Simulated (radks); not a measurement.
All-electron atom: the ruthenium ion Ru2+ in [Kr] 4d6 (the NIST ground configuration).

Method: Dirac Kohn-Sham, LDA (Slater exchange, Perdew-Wang correlation), spin-unpolarised, spherical densities, point nucleus; open shells are shared between the two j in proportion to 2j + 1; computed with a radial shooting solver on a logarithmic mesh with Libxc functionals.

Energy parts (hartree):
total: -4526.10725
kinetic: 4708.73676
electron-nucleus: -10922.95999
Hartree: 1816.63956
exchange-correlation: -128.52358

Orbitals (lengths in bohr, moments of r in powers of bohr):
orbital  occ.  eigenvalue (hartree)   <1/r>
1s1/2       2             -805.4539   45.83
2s1/2       2             -116.4544   10.48
2p1/2       2             -107.7330   10.47
2p3/2       4             -102.9294   9.916
3s1/2       2             -21.10631   3.619
3p1/2       2             -17.72005   3.524
3p3/2       4             -16.90447   3.390
3d3/2       4             -10.88696   3.215
3d5/2       6             -10.72788   3.181
4s1/2       2              -3.54854   1.359
4p1/2       2              -2.53267   1.239
4p3/2       4              -2.40494   1.198
4d3/2     2.4              -0.90406  0.8801
4d5/2     3.6              -0.89023  0.8701

The highest occupied level is 4d5/2 at -24.224 eV. The density falls to 0.001 e/bohr^3 at r = 3.49 bohr.
